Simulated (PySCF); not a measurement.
Calculation: PBE-D3(BJ)/def2-TZVP // B3LYP-D3(BJ)/def2-TZVP (PySCF 2.14.0). All species are isolated molecules in the gas phase. One relaxed conformer stands for a flexible species; it need not be the lowest. Excitations are Tamm–Dancoff values on a coarser integration grid. The basis has no diffuse functions, so Rydberg states are missing or too high.

Reference species (SMILES): `C=C(C#N)C[SiH3]` (neutral, multiplicity 1).

```json
{
  "brightest of the four lowest singlets (TDA)": "5.84 eV",
  "HOMO": "-6.79 eV"
}
```

Changed species: `C(=C/C#N)/C[SiH3]`.

Task: Predict the effect on the brightest of the four lowest singlets (TDA) and HOMO.

Result: the brightest of the four lowest singlets (TDA) drops by 0.10 eV, to 5.74 eV; the HOMO increases by 0.15 eV, to -6.64 eV.
